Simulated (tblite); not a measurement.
A tight-binding relaxation on `O=C1CCB(F)CC1=O`.

Computed with GFN2-xTB geometry optimisation, gas phase (tblite 0.8.0). Start geometry: from a force field or distance geometry. The command runs a driver script over a list of jobs; the input below is this job's line of settings and its coordinates in Å.

Command:
```bash
OMP_NUM_THREADS=1 python probes_run.py task.json out
```

Input:
```
{"job": {"kind": "relax", "xc": "GFN2-xTB", "basis": "xTB"}, "charge": 0, "multiplicity": 1}
O     -0.905200     2.460500    -0.302500
C     -0.408200     1.376200     0.002600
C     -1.281600     0.305800     0.586900
C     -1.037300    -0.914300    -0.281800
B      0.472900    -1.304100     0.095200
F      0.715400    -2.323100     1.064500
C      1.553500    -0.244000    -0.365700
C      1.026300     1.129700    -0.163500
O      1.843500     2.070300    -0.162100
H     -1.050800     0.072100     1.638600
H     -2.345300     0.656400     0.509400
H     -1.722100    -1.763000    -0.008700
H     -1.116000    -0.660500    -1.352200
H      1.743800    -0.458700    -1.456000
H      2.506500    -0.395100     0.173300
```

Output:
```
step      E/eV     max force
  0    -757.71429    4.190
  1    -758.02768    4.326
  2    -758.22487    0.873
  3    -758.24791    0.359
  4    -758.26321    0.302
  5    -758.27294    0.255
  6    -758.28385    0.303
  7    -758.28953    0.276
  8    -758.29459    0.181
  9    -758.29930    0.155
... (55 lines left out)
 65    -758.56861    0.025
 66    -758.56868    0.018
 67    -758.56873    0.019
 68    -758.56878    0.022
 69    -758.56884    0.024
 70    -758.56890    0.021
 71    -758.56896    0.020
 72    -758.56900    0.015
 73    -758.56902    0.010
 74    -758.56903    0.009
```

«max force» is the largest atomic force in eV/Å.

Problem. From which step on does the largest force stay under 0.1 eV/Å, and how much energy is left to gain from there?

Solution. From step 47 (0.078 eV/Å), 5.0 meV above the end.

Main results: energy lowered by 19.7 kcal/mol over 74 steps; largest atomic force 0.009 eV/Å at the end.

Problem. Where do the atoms end?

Solution. 0.601 Å rms from the input after alignment:
```
atom  x, y, z in Å
O1    -0.6853    2.2048   -1.0964
C2    -0.3632    1.4035   -0.2623
C3    -1.3139    0.4722    0.4609
C4    -1.0280   -0.9860    0.0520
B5     0.5124   -1.3304   -0.0635
F6     0.9299   -2.5724    0.0529
C7     1.5599   -0.1778   -0.3854
C8     1.0669    1.1245    0.1867
O9     1.6634    1.7998    0.9823
H10   -1.1447    0.5868    1.5337
H11   -2.3433    0.7501    0.2308
H12   -1.5553   -1.6569    0.7326
H13   -1.4734   -1.1601   -0.9337
H14    1.5962   -0.0663   -1.4734
H15    2.5739   -0.3837   -0.0393
```

Time: 0.33 s wall. Hardware: an Arm Neoverse V2 with one thread, shared host with 48 logical CPUs at a one-minute load of 9.2.
Labels such as C1 count atoms from 1, the log's own numbers from 0.
